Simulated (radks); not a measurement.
The mean radii <r> (bohr) of the occupied orbitals of an atom or ion are listed with their occupations. Method: Dirac Kohn-Sham, PBEsol, spin-unpolarised, spherical densities, point nucleus; computed with a radial shooting solver on a logarithmic mesh with Libxc functionals.

orbital  occ.      <r>
1s1/2       2  0.02612
2s1/2       2   0.1117
2p1/2       2  0.09405
2p3/2       4  0.09994
3s1/2       2   0.2989
3p1/2       2   0.2888
3p3/2       4   0.3006
3d3/2       4   0.2714
3d5/2       6   0.2752
4s1/2       2   0.6949
4p1/2       2   0.7208
4p3/2       4   0.7484
4d3/2       4   0.8311
4d5/2       6   0.8416
5s1/2       2    1.740
5p1/2       2    2.020
5p3/2       4    2.118
6s1/2       1    5.680

Name the element and its charge. Open shells, if any, are shared by 2j + 1.

Answer. Z = 55, caesium, charge 0: Cs in [Xe] 6s1. The 1s radius gives Z: for a bare nucleus <r> = (2 gamma + 1)/(2Z) with gamma = sqrt(1 - (Z/c)^2), 0.02574 bohr for Z = 55, and screening makes it slightly larger (0.02612 here). The occupations add up to 55, and the charge is Z minus that.
